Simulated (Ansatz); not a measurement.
Cost and result up the ladder for the cluster Sn3S3 (6 atoms). Charge 0, multiplicity 1. Geometry: r2SCAN-D4/def2-SVP.

```xyz
6

Sn    0.860   -2.302   -0.331
Sn   -1.613    0.174    0.413
Sn    1.534    1.866    0.565
S     0.819   -0.447    1.473
S    -1.104   -1.509   -1.456
S    -0.496    2.218   -0.664
```

Ansatz on 4 threads of Arm Neoverse V1 on a shared host. Times are rough, and most runs start from the orbitals of an earlier one. PBE0-D4/def2-TZVP serves as the yardstick here, not as an exact answer. Differences are given only for rows in sets of like size (and for xTB, whose basis is part of the method), since another set adds its own error. Binding counts from free atoms at the same level (Sn triplet, S triplet; other spins of the atoms weren't run), without zero-point energy or a counterpoise term.

In the def2 sets Sn takes a core potential; there is no spin–orbit coupling. LC-ωPBE has ω = 0.4 bohr⁻¹. Correlated methods freeze 27 core orbitals; core or outer-core shells of Sn are correlated, in sets that lack core-valence functions. The rows differ in basis, and correlated rows in double-zeta sets carry the largest basis error. Another isomer (singlet) lies 0.26 eV lower at PBE0-D4/def2-TZVP; other spin states weren't run for this one.

Correlated methods converge slowly with the basis, most of all in double-zeta sets.

```
                         level  functions  wall time
PBE-D4/def2-TZVP (with forces)        261        6 s
             LC-ωPBE/def2-TZVP        261        8 s
                  HF/def2-TZVP        261      9.5 s
             PBE0-D4/def2-TZVP        261       12 s
           r2SCAN-D4/def2-TZVP        261       12 s
              CCSD(T)/def2-SVP        132       30 s
```

Estimate what each level gives for the binding energy per atom (eV).


```
                         level  binding energy per atom (eV)  difference from PBE0-D4/def2-TZVP (eV)
PBE-D4/def2-TZVP (with forces)                          3.32                                    0.16
             LC-ωPBE/def2-TZVP                          2.88                                   -0.28
                  HF/def2-TZVP                          1.76                                   -1.40
             PBE0-D4/def2-TZVP                          3.16                                    0.00
           r2SCAN-D4/def2-TZVP                          3.18                                    0.02
              CCSD(T)/def2-SVP                          2.65                                       –
```
